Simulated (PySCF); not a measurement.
Cl2FGeH3Si, SMILES F[Si](Cl)([GeH3])Cl. Coordinates come from a ωB97X-D3(BJ)/def2-SVP optimisation.

Computed equilibrium geometry at ωB97X-D3(BJ)/def2-SVP (PySCF confirms it by a frequency run) as bond lengths and angles, and its point group:
point group Cs.
Atoms: F1 Si2 Cl3 Cl4 Ge5 H6 H7 H8. Bond lengths (Å): F1–Si2 1.618, Si2–Cl3 2.047, Si2–Cl4 2.047, Si2–Ge5 2.346, Ge5–H6 1.533, Ge5–H7 1.533, Ge5–H8 1.533. Angles (°): F1–Si2–Cl3 107.3, F1–Si2–Cl4 107.3, F1–Si2–Ge5 111.3, Cl3–Si2–Cl4 108.8, Cl3–Si2–Ge5 111.0, Cl4–Si2–Ge5 111.0, Si2–Ge5–H6 109.4, Si2–Ge5–H7 109.4, Si2–Ge5–H8 107.9, H6–Ge5–H7 110.2, H6–Ge5–H8 109.9, H7–Ge5–H8 109.9.
